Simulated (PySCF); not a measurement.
Compound: C2H12NPSi2 (charge +1 and doublet state).
Z-matrix (Å and degrees, PBE0-D3(BJ)/def2-SVP geometry), rows numbered from 1:
```
C 
N   1  1.4409
C   2  1.4434  1  116.11
Si  2  1.7808  1  122.11  3   172.91
P   4  2.2568  2  103.74  1   -91.89
Si  5  2.2836  4  107.15  2    43.27
H   1  1.1048  2  110.91  3   -56.34
H   1  1.1053  2  109.17  3    61.43
H   1  1.0974  2  111.30  3  -178.63
H   3  1.1039  2  110.80  1    56.66
H   3  1.1047  2  109.25  1   -61.37
H   3  1.0978  2  111.22  1   178.65
H   4  1.4814  2  108.12  1   152.13
H   4  1.4806  2  107.68  1    24.00
H   5  1.4247  4   99.75  2   -61.63
H   6  1.4928  5  109.27  4   -64.49
H   6  1.4882  5  105.30  4    54.92
H   6  1.4846  5  106.00  4   174.93
```

Theory: PBE0-D3(BJ)/def2-SVP geometry optimisation, gas phase in PySCF.

Take the most abundant isotopes and a rigid rotor. The values belong to one conformer with, in the numbering `[CH3:1][N+:2]([CH3:3])[SiH2:4][PH:5][SiH3:6]`, C1–N2–Si4–P5 -92°, N2–Si4–P5–Si6 43°.

**Question.** Give the principal moments of inertia and the rotational constants in MHz.

**Answer.** Ia = 229.52, Ib = 410.64, Ic = 513.66 u·Å²; 505379 MHz·u·Å²/I gives A = 2202, B = 1231, C = 983.9 MHz.

**Question.** What kind of rotor is it?

**Answer.** An asymmetric top: κ = (2 × 1231 − 2202 − 983.9)/(2202 − 983.9) = -0.59.

**Question.** What does the inertial defect say?

**Answer.** Not planar: Δ = Ic − Ia − Ib = -126.49 u·Å². For a rigid frame Δ = −2 Σ m c², so Σ m c² = 63.25 u·Å² lies off the ab plane: 22.92 from hydrogen and 40.32 from heavier atoms. The atom farthest from that plane is 2.06 Å away.

**Question.** Give the other two planar moments, Paa and Pbb, and the rms extents of the mass along the axes.

**Answer.** Paa = Σ m a² = (Ib + Ic − Ia)/2 = 347.39 and Pbb = Σ m b² = (Ia + Ic − Ib)/2 = 166.27 u·Å². With the mass M = 137.02 u, the rms extents √(P/M) along a, b and c are 1.59, 1.10, 0.68 Å.

**Question.** List the rotational levels J(Ka,Kc) to J = 3 (K).

**Answer.** Above 0(0,0), as E/k:
J = 1: 1(0,1) 0.106, 1(1,1) 0.153, 1(1,0) 0.165
J = 2: 2(0,2) 0.317, 2(1,2) 0.354, 2(1,1) 0.389, 2(2,1) 0.529, 2(2,0) 0.531
J = 3: 3(0,3) 0.628, 3(1,3) 0.654, 3(1,2) 0.724, 3(2,2) 0.848, 3(2,1) 0.857, 3(3,1) 1.112, 3(3,0) 1.112
Those of J = 1 are B + C, A + C and A + B.

**Question.** Predict some low-J microwave lines.

**Answer.** The dipole components (about the centre of mass, as the species is charged) are |μa| = 2.91 D, |μb| = 1.32 D, |μc| = 0.58 D. Intensities carry the squares of the components, which stand as 1.00 : 0.21 : 0.04 (a : b : c). Some lines, for components of 0.1 D or more:

```
type  branch         J(Ka,Kc)    MHz  lower level (cm⁻¹)
   c       Q  4(1,4) ← 4(0,4)    323               0.720
   a       Q  4(2,2) ← 4(2,3)    558               0.884
   a       Q  3(1,2) ← 3(1,3)   1477               0.454
   b       Q  2(1,1) ← 2(0,2)   1506               0.220
   c       Q  4(2,3) ← 4(1,3)   2143               0.812
   b       Q  2(2,0) ← 2(1,1)   2955               0.270
   c       R  1(1,0) ← 0(0,0)   3433               0.000
   b       R  3(1,2) ← 2(2,1)   4072               0.368
   b       Q  4(2,3) ← 4(1,4)   4581               0.731
   b       Q  4(3,1) ← 4(2,2)   5073               0.902
   b       Q  3(3,0) ← 3(2,1)   5302               0.596
   b       Q  3(3,1) ← 3(2,2)   5497               0.589
   b       R  3(0,3) ← 2(1,2)   5720               0.246
   c       R  2(1,1) ← 1(0,1)   5894               0.074
   a       R  3(2,2) ← 2(2,1)   6644               0.368
   a       R  3(2,1) ← 2(2,0)   6802               0.369
   b       R  3(1,3) ← 2(0,2)   7015               0.220
   c       Q  4(4,1) ← 4(3,1)   7569               1.072
   b       R  4(0,4) ← 3(1,3)   7970               0.454
   c       R  3(1,2) ← 2(0,2)   8492               0.220
   a       R  4(2,3) ← 3(2,2)   8826               0.589
   a       R  4(2,2) ← 3(2,1)   9184               0.596
   b       R  3(2,2) ← 2(1,1)   9557               0.270
   c       R  3(3,1) ← 2(2,1)  12141               0.368
   c       R  4(3,2) ← 3(2,2)  14427               0.589
   c       R  4(4,1) ← 3(3,1)  16529               0.773
   b       R  4(4,0) ← 3(3,1)  16529               0.773
```

For this open shell read J as N, the rotation without spin; fine and hyperfine splittings come on top. Not checked by PBE0-D3(BJ)/def2-SVP frequencies. ⟨S²⟩ = 0.762 (exact for a doublet: 0.75). These are rigid-rotor constants of the computed structure; measured ground-state constants (B0) also hold zero-point vibration. A rigid rotor knows nothing of internal rotation, which can split or shift real lines. Quadrupole hyperfine structure (14N) is left out.
